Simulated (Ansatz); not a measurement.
Reaction (formal loss of a carbene): `CCCCCCCCO` → `[CH2]` (triplet) + `CCCCCCCO`

Program: Ansatz. Geometries: PBE0-D4/def2-TZVP. ΔE: electronic, gas phase. CCSD(T)/CBS adds triple-zeta CCSD(T) − MP2 to the extrapolated MP2 energy (def2 sets, frozen cores). This one scheme is used for every species. DFT in def2-TZVPP. B3LYP here is the variant with VWN-RPA as its local correlation; programs differ in this. Triplets are unrestricted, without spin–orbit coupling. One conformer a species, not always the lowest.

```csv
level,ΔE (kcal/mol),difference from CCSD(T)/CBS
PBE-D4,103.5,1.3
r2SCAN-D4,96.4,-5.8
PBE0-D4,101.4,-0.8
B3LYP-D4,100.1,-2.1
ωB97M-V,102.8,0.6
r2SCAN,95.8,-6.4
PBE0,99.7,-2.5
B3LYP,97.0,-5.2
MP2/def2-TZVPP,102.7,0.5
SCS-MP2/def2-TZVPP,102.6,0.4
CCSD/def2-TZVPP,96.8,-5.4
CCSD(T)/def2-TZVPP,99.7,-2.5
HF/def2-QZVPP,65.6,-36.6
SCS-MP2/def2-QZVPP,104.4,2.2
HF/CBS(def2),65.6,-36.6
MP2/CBS(def2),105.2,3.0
CCSD(T)/CBS,102.2,0
```

Largest T1 diagnostic among the species: 0.011.

From PBE to PBE0 (25 % exact exchange), in def2-TZVPP and without D4, ΔE moves by −1.8 kcal/mol. In def2-TZVPP, CCSD(T) changes the Hartree–Fock value by +34.1 kcal/mol (the triples alone add +2.9 kcal/mol) and MP2 by +37.1 kcal/mol. The D4 term adds +3.1 kcal/mol with B3LYP and +1.8 kcal/mol with PBE0; it sums over pairs of atoms, weighted by their polarisabilities, and B3LYP, whose exchange is more repulsive, gets the larger term.
